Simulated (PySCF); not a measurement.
**Frontier orbitals and the lowest excitations**

Species: C8H7N.
Atom-mapped SMILES: `[CH2:1]=[CH:2][C:3](=[CH2:4])[CH2:5][C:6]#[C:7][C:8]#[N:9]` (hydrogens: H10, H11 on C1; H12 on C2; H13, H14 on C4; H15, H16 on C5)

Computed with TDDFT CAM-B3LYP/def2-SVPD, vertical, gas phase, core orbitals frozen in the response (PySCF). One conformer (not necessarily the lowest) at the GFN2-xTB geometry, without solvent, vibrations or thermal averaging. Torsions of this conformer, `[CH2:1]=[CH:2][C:3](=[CH2:4])[CH2:5][C:6]#[C:7][C:8]#[N:9]`: C1–C2–C3–C4 -177°, C2–C3–C5–C6 -69°.

Kohn–Sham orbitals with the atoms that hold most of them (Löwdin shares over 4%, at most four atoms; ? is withheld):

| orbital | ε (eV) | atoms |
| --- | --- | --- |
| LUMO+2 | 0.17 | C6 17%, N9 17%, C8 14%, C7 14% |
| LUMO+1 | 0.03 | C6 24%, N9 23%, C8 20%, C7 19% |
| LUMO | -0.42 | ? |
| HOMO | -8.59 | C1 25%, C4 24%, C2 19%, C3 18% |
| HOMO-1 | -9.59 | ? |
| HOMO-2 | -9.67 | C6 27%, C7 27%, N9 20%, C8 13% |
| HOMO-3 | -11.16 | C2 25%, C3 24%, C1 15%, C4 14% |

(1) Which atoms hold the HOMO-1, and with what shares?

(2) Which atoms hold the LUMO, and with what shares?

(3) How does S1 compare with the orbital gap of 8.17 eV?

(4) One configuration dominates each of S4 and S5. Which, and how do the shares of the two leading atoms of either orbital change from the occupied to the empty one?

## Answers

(1) C7 (bonded to 2 C) 26%; C6 (bonded to 2 C) 26%; N9 (bonded to C) 19%; C8 (bonded to C and N) 12%. By element: carbon 65% or more, nitrogen 19%.

(2) C4 (bonded to C and 2 H) 19%; C1 (bonded to C and 2 H) 14%; C3 (bonded to 3 C) 14%; C2 (bonded to 2 C and H) 9%.

(3) S1 is at 5.15 eV (f = 0.0014), 3.02 eV below the gap, made of HOMO-2→LUMO+2 (30%), HOMO-1→LUMO+1 (29%), HOMO-2→LUMO (23%). Its leading pair isn't HOMO and LUMO; the energies of that pair differ by 9.84 eV. 

(4) 
- S4 (5.81 eV, f 0.421), HOMO→LUMO (92%): C1 25% → 14%, C4 24% → 19%
- S5 (6.27 eV, f 0.017), HOMO→LUMO+1 (88%): C1 25% → at most 15%, C4 24% → at most 15%, C6 at most 15% → 24%, N9 at most 15% → 23%

Löwdin shares depend on the basis, the more so with diffuse functions.
